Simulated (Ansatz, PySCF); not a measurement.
Donor–acceptor adduct: GaH3 (SMILES [GaH3]) (first 4 atoms) with PH3 (SMILES P); geometry from B3LYP-D3(BJ)/def2-TZVP, rigid monomers moved along the line of their centres of mass till Ga1···P5 is 3.60 Å.
(charge 0, multiplicity 1):
```xyz
8

Ga    -0.4614     0.4894     0.7103
H     -1.5394     1.4970     1.2656
H     -0.9507    -0.7987    -0.0558
H      1.0039     1.0125     0.4553
P      0.2310    -1.1340     3.8466
H      1.1835    -2.1710     3.8903
H      0.7207    -0.3677     4.9225
H     -0.8119    -1.7916     4.5281
```

```json
[
 {"level": "HF/STO-3G (no counterpoise)", "interaction energy (kcal/mol)": "-5.99", "minus CCSD(T)/CBS(def2-SVPD, def2-TZVPPD)": "-0.01", "cost": "-"},
 {"level": "HF/6-31G* (no counterpoise)", "interaction energy (kcal/mol)": "-5.38", "minus CCSD(T)/CBS(def2-SVPD, def2-TZVPPD)": "0.59", "cost": "-"},
 {"level": "HF/def2-SVPD", "interaction energy (kcal/mol)": "-5.38", "minus CCSD(T)/CBS(def2-SVPD, def2-TZVPPD)": "0.60", "cost": "-"},
 {"level": "HF/def2-TZVPPD", "interaction energy (kcal/mol)": "-5.14", "minus CCSD(T)/CBS(def2-SVPD, def2-TZVPPD)": "0.84", "cost": "-"},
 {"level": "PBE/def2-TZVPPD", "interaction energy (kcal/mol)": "-6.08", "minus CCSD(T)/CBS(def2-SVPD, def2-TZVPPD)": "-0.10", "cost": "×1"},
 {"level": "PBE-D4/def2-TZVPPD", "interaction energy (kcal/mol)": "-7.15", "minus CCSD(T)/CBS(def2-SVPD, def2-TZVPPD)": "-1.18", "cost": "×1"},
 {"level": "BP86/6-31G* (no counterpoise)", "interaction energy (kcal/mol)": "-6.20", "minus CCSD(T)/CBS(def2-SVPD, def2-TZVPPD)": "-0.22", "cost": "-"},
 {"level": "r2SCAN-D4/def2-TZVPPD", "interaction energy (kcal/mol)": "-6.84", "minus CCSD(T)/CBS(def2-SVPD, def2-TZVPPD)": "-0.87", "cost": "×2"},
 {"level": "B3LYP/3-21G (no counterpoise)", "interaction energy (kcal/mol)": "-8.49", "minus CCSD(T)/CBS(def2-SVPD, def2-TZVPPD)": "-2.51", "cost": "-"},
 {"level": "B3LYP/6-31G* (no counterpoise)", "interaction energy (kcal/mol)": "-5.96", "minus CCSD(T)/CBS(def2-SVPD, def2-TZVPPD)": "0.01", "cost": "-"},
 {"level": "PBE0-D3(BJ)/def2-TZVPPD", "interaction energy (kcal/mol)": "-6.83", "minus CCSD(T)/CBS(def2-SVPD, def2-TZVPPD)": "-0.86", "cost": "×1"},
 {"level": "M06-2X/6-31G* (no counterpoise)", "interaction energy (kcal/mol)": "-7.88", "minus CCSD(T)/CBS(def2-SVPD, def2-TZVPPD)": "-1.90", "cost": "-"},
 {"level": "MP2/CBS(def2-SVPD, def2-TZVPPD)", "interaction energy (kcal/mol)": "-6.15", "minus CCSD(T)/CBS(def2-SVPD, def2-TZVPPD)": "-0.18", "cost": "-"},
 {"level": "CCSD(T)/CBS(def2-SVPD, def2-TZVPPD)", "interaction energy (kcal/mol)": "-5.97", "minus CCSD(T)/CBS(def2-SVPD, def2-TZVPPD)": "0.00", "cost": "×20"}
]
```

 The comparison column counts from a level with limits of its own.

The rows run from -8.49 (B3LYP/3-21G (no counterpoise)) to -5.14 kcal/mol (HF/def2-TZVPPD). The dispersion term adds -1.07 in PBE-D4.

Interaction energies are E(AB) − E(A) − E(B) at the monomers' geometry in the complex; basis-set methods are counterpoise corrected. Rows marked so take none.

Frozen-core correlation. Filled d and f shells under p-block atoms count as core. CBS: X⁻³ extrapolation of the correlation energy, Hartree–Fock from the larger set. Rows in 3-21G, 6-31G*, STO-3G carry no dispersion term and start afresh at each structure (6-31G* with six Cartesian d functions); the Pople sets are all-electron and without relativity.

Run with Ansatz (a quantum-chemistry and plane-wave program); PySCF for 3-21G rows, 6-31G* rows, STO-3G rows, the dispersion terms. 

Costs are rough ratios of core time to PBE/def2-TZVPPD (about 4 s over the structures, on one shared machine); a dash marks a level with no comparable run of its own.
